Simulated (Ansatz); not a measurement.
The cluster Ti₄S₃⁺. Charge 1, multiplicity 2. Geometry PBE-D4/def2-SVP; atoms count from 1.

```xyz
7

Ti    1.4019    0.0217    1.0229
Ti    0.4912   -1.4719   -0.7846
Ti   -1.3181    0.2273    0.4797
Ti    0.7589    0.9949   -1.2031
S    -0.2631   -1.6009    1.4511
S     0.1322    2.0074    0.8391
S    -1.2029   -0.1785   -1.8051
```

The charge 1 doublet is spin-contaminated (final ⟨S²⟩ up to 2.24, 0.75 for a pure state). At PBE0-D4/def2-TZVP a quartet of charge 1 lies 0.12 eV below the doublet, each at its own geometry. That quartet is doubtful there (⟨S²⟩ 4.40, where a pure state has 3.75). The structure comes from a short search, and lower isomers may exist.

Estimate the Mulliken populations from the PBE0/def2-TZVP orbitals of Ansatz.


```tsv
atom	charge (e)	spin (α − β)	d electrons
Ti1	0.52	0.07	2.62
Ti2	0.52	-0.51	2.62
Ti3	0.78	1.40	2.57
Ti4	0.52	0.07	2.62
S5	-0.45	-0.01	–
S6	-0.45	-0.01	–
S7	-0.45	-0.01	–
```
Mulliken values and Mayer orders depend strongly on the basis.

Where does the spin sit?

Summed by element: Ti 1.03, S -0.03, of 1 unpaired in all. Largest on single atoms: Ti3 1.40, Ti2 -0.51, Ti1 0.07.

And the Mayer bond orders between bonded heavy atoms (over 0.3)?

Ti1–Ti2 1.11 (2.52 Å); Ti1–Ti3 0.52 (2.78 Å); Ti1–Ti4 1.10 (2.51 Å); Ti1–S5 0.79 (2.36 Å); Ti1–S6 0.80 (2.36 Å); Ti2–Ti3 0.52 (2.79 Å); Ti2–Ti4 1.11 (2.52 Å); Ti2–S5 0.82 (2.36 Å); Ti2–S7 0.82 (2.36 Å); Ti3–Ti4 0.52 (2.78 Å); Ti3–S5 0.82 (2.32 Å); Ti3–S6 0.83 (2.32 Å); Ti3–S7 0.82 (2.32 Å); Ti4–S6 0.80 (2.36 Å); Ti4–S7 0.79 (2.36 Å).
